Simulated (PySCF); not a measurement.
Excitations are Tamm–Dancoff values on a coarser integration grid. The basis has no diffuse functions, so Rydberg states are missing or too high.

Cartesian coordinates (Å):
SMILES: Bc1ccccn1
```xyz
13

B      2.4413     0.1354     0.0120
C      0.8885     0.1394     0.0073
C      0.1564    -1.0657    -0.0327
C     -1.2398    -1.0361    -0.0365
C     -1.8695     0.2057     0.0004
C     -1.0733     1.3628     0.0393
N      0.2528     1.3415     0.0429
H      3.0505     1.1717     0.0449
H      3.0318    -0.9179    -0.0176
H      0.6931    -2.0167    -0.0607
H     -1.8225    -1.9602    -0.0675
H     -2.9590     0.2897    -0.0007
H     -1.5502     2.3504     0.0688
```
Charge 0, multiplicity 1.

**Question.** Predict the HOMO–LUMO gap, S1 oscillator strength and S1 excitation (TDA) from M06-2X/def2-TZVP // B3LYP-D3(BJ)/def2-SVP (PySCF).

**Answer.** 
- HOMO–LUMO gap: 7.32 eV
- S1 oscillator strength: 0.001
- S1 excitation (TDA): 3.81 eV
